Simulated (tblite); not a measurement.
Problem. Give a GFN2-xTB geometry of InChI=1S/C9H14Si/c1-4-7-10-8-6-9(10,3)5-2/h5,10H,2,6,8H2,1,3H3/t9-,10+/m0/s1.

Solution. 
```xyz
24
C9H14Si angstrom
C     -1.2892    1.5333   -1.8808
C     -0.8769    0.4602   -1.2255
C     -1.2277    0.0565    0.1578
C     -2.4134    0.8228    0.7297
C     -1.4167   -1.4752    0.3153
C     -0.5129   -1.7589    1.5307
Si     0.2667   -0.0192    1.4018
C      1.9190    0.0538    0.5959
C      2.9860    0.1174    0.0377
C      4.2642    0.1948   -0.6307
H     -0.9481    1.7438   -2.8807
H     -1.9756    2.2476   -1.4610
H     -0.1765   -0.2087   -1.7133
H     -2.6597    0.4515    1.7231
H     -3.2908    0.7045    0.0934
H     -2.1875    1.8840    0.8136
H     -2.4592   -1.7549    0.4686
H     -1.0544   -2.0021   -0.5671
H     -1.0878   -1.9209    2.4409
H      0.1365   -2.6220    1.4030
H      0.2127    0.8657    2.5677
H      5.0454    0.4544    0.0836
H      4.2275    0.9565   -1.4094
H      4.5068   -0.7649   -1.0866
```

Orientation and origin are arbitrary. Atoms count from 1 in this order. The 7 C–C bonds span 1.206 Å (C8≡C9, drawn triple) to 1.551 Å (C3–C5, drawn single), a spread of 0.345 Å. Si7 (SiH silicon) has angles from 76.4° to 118.8°. The C–Si distances run from 1.840 Å (Si7–C8, drawn single) to 1.946 Å (C3–Si7, drawn single), a spread of 0.106 Å. Of the pairs four or more bonds apart, C4···H12 is among the closest relative to their van der Waals radii: 2.65 Å, 91 % of the sum of Bondi's values.

Bonds between heavy atoms (Å): C1=C2 1.323, C2–C3 1.483, C3–C4 1.523, C3–C5 1.551, C5–C6 1.541, C6–Si7 1.911, Si7–C8 1.840, C8≡C9 1.206, C9–C10 1.444, C3–Si7 1.946.

The geometry is computed with GFN2-xTB (gas phase).

Point group: C1 (no symmetry element, even within 0.4 Å). Its lowest GFN2-xTB frequency is 14i cm⁻¹, too small to tell a flat minimum from a shallow saddle. One conformer, not necessarily the lowest (C1–C2–C3–C4 14°, C2–C3–C5–C6 129°, C3–C5–C6–Si7 -12°, C5–C6–Si7–C8 -101°, C2–C3–Si7–C6 -125°). 3 starts were optimised and ended at 0.00, 0.22 and 0.72 kcal/mol (GFN2-xTB); the lowest of these is shown.
